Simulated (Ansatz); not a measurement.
Isolated molecules relaxed with PBE0-D4/def2-TZVP in Ansatz; ΔE leaves out vibrations. CCSD(T)/CBS is the MP2 limit (def2-TZVPP, def2-QZVPP) plus CCSD(T) − MP2 in def2-TZVPP, frozen cores. This one scheme is used for every species. Functionals use def2-TZVPP. For Ge outer-core shells are correlated without core-valence functions, which leaves a few kJ/mol of doubt a bond. Scalar relativity is left out up to krypton. Each species was taken in one conformer, which may not be the lowest.

`C[NH][GeH2][SiH3]` + H₂O → `[OH][GeH2][SiH3]` + CH₃NH₂  (formal hydrolysis of a Ge–N bond)

```csv
level,ΔE (kJ/mol)
PBE-D4,-18.7
PBE0-D4,-18.1
ωB97M-V,-21.8
r2SCAN,-24.3
PBE0,-23.2
SCS-MP2/def2-TZVPP,-20.5
HF/def2-QZVPP,-35.5
MP2/def2-QZVPP,-14.0
```

Task: What does CCSD(T)/CBS give? (Best estimate.)

Result: The calculation gave: -15.0 kJ/mol. The listed levels differ from it by -3.7, -3.1, -6.8, -9.3, -8.2, -5.5, -20.5, 1.0 kJ/mol.

Largest T1 diagnostic among the species: 0.012.

The D4 term adds +8.8 kJ/mol with B3LYP and +5.1 kJ/mol with PBE0; it sums over pairs of atoms, weighted by their polarisabilities, and B3LYP, whose exchange is more repulsive, gets the larger term. In def2-TZVPP, CCSD(T) changes the Hartree–Fock value by +17.3 kJ/mol (the triples alone add +2.1 kJ/mol) and MP2 by +19.6 kJ/mol.

B3LYP here is the variant with VWN-RPA as its local correlation; programs differ in this.
